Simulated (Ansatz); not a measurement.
Start from `FBN[CH2][SnH3]` and change one atom or group to get `NBF`.

Ansatz, PBE0-D4/def2-TZVP geometries, multiplicity 1. Each molecule was computed in one conformer, which needn't be the lowest.

Elements past krypton have def2 core potentials.

```
                                                                                  property  `FBN[CH2][SnH3]`
                                                         HOMO energy (PBE/def2-TZVPP) / eV             -5.97
                                          size of the dipole moment (B3LYP/def2-TZVPP) / D              2.06
                                                      HOMO–LUMO gap (PBE0/def2-TZVPP) / eV              7.13
                                                       HOMO energy (B3LYP/def2-TZVPP) / eV             -6.92
                                                   HOMO–LUMO gap (ωB97M-V/def2-TZVPP) / eV             10.64
ideal-gas entropy at 298 K and 1 bar (rigid rotor, harmonic PBE0-D4/def2-TZVP) / J/(mol·K)               376
```

(1) What does the change do to each property? (Best estimate.)

Answers

(1) The calculation gave: 
```json
{"property": "HOMO energy (PBE/def2-TZVPP) / eV", "`NBF`": "-7.11", "shift": "-1.14"}
{"property": "size of the dipole moment (B3LYP/def2-TZVPP) / D", "`NBF`": "2.41", "shift": "0.35"}
{"property": "HOMO–LUMO gap (PBE0/def2-TZVPP) / eV", "`NBF`": "9.50", "shift": "2.37"}
{"property": "HOMO energy (B3LYP/def2-TZVPP) / eV", "`NBF`": "-8.32", "shift": "-1.40"}
{"property": "HOMO–LUMO gap (ωB97M-V/def2-TZVPP) / eV", "`NBF`": "13.25", "shift": "2.61"}
{"property": "ideal-gas entropy at 298 K and 1 bar (rigid rotor, harmonic PBE0-D4/def2-TZVP) / J/(mol·K)", "`NBF`": "257", "shift": "-119"}
```

With PBE0 the HOMO falls by 1.46 eV and the LUMO rises by 0.91 eV, so the gap widens by about 2.37 eV. PBE moves the HOMO by -1.14 eV and ωB97M-V by -1.71 eV. The zero-point energy changes by -101.1 kJ/mol with -18 modes. Dipoles are sizes alone; their direction can turn. Modes under 60 cm⁻¹, often nearly free rotors, make the harmonic entropy too high.

B3LYP here is the variant with VWN-RPA as its local correlation; programs differ in this.
